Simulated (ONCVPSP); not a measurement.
**krypton (Kr): excitation energies, all-electron against ONCV**

| Property | Result |
| --- | --- |
| Element | Kr |
| Generator | ONCVPSP 4.0.1 |
| Type | optimised norm-conserving Vanderbilt (ONCV) |
| Functional | BLYP |
| Relativity | scalar-relativistic |
| Frozen core | [Ar] |
| Valence charge | 18 |
| Reference configuration | 3d10 4s2 4p5.5 (charge +0.5) |
| Partial waves | 4s: rc 1.20 bohr, ncon 4, nbas 7, qcut 5.9 1/bohr, 2 projectors, debl 3.4 Ha; 4p: rc 1.50 bohr, ncon 5, nbas 9, qcut 7.6 1/bohr, 1 projector; 3d: rc 0.50 bohr, ncon 4, nbas 8, qcut 26.8 1/bohr, 2 projectors, debl 3.3 Ha |
| Local potential | polynomial inside 0.40 bohr (lpopt 3, dvloc0 0 Ha) |
| Core correction | none |

Energies are relative to the spin-unpolarised reference configuration 3d10 4s2 4p5.5; without spin polarisation the order of configurations can differ from experiment.

```
valence configuration  charge  ΔE all-electron (eV)  error AE − PS (meV)
         3d10 4s2 4p6       0                -5.776                 +1.9
         3d10 4s2 4p2      +4               120.008                  +77
```

(1) What are ΔE and the potential's error for 3d10 4s2 4p5?

(2) What are ΔE and the potential's error for 3d10 4s2 4p4?

Note: ghosts flagged at negative energy: s at -224.1 eV, p at -300.9 eV; GHOST(+) flagged for s at 513.3 eV. A true bound ghost makes a file unfit for plane-wave use.

Results:

(1) ΔE = 8.350 eV all-electron; the error (AE − PS) is -0.7 meV.

(2) ΔE = 33.362 eV all-electron; the error (AE − PS) is +5.1 meV.
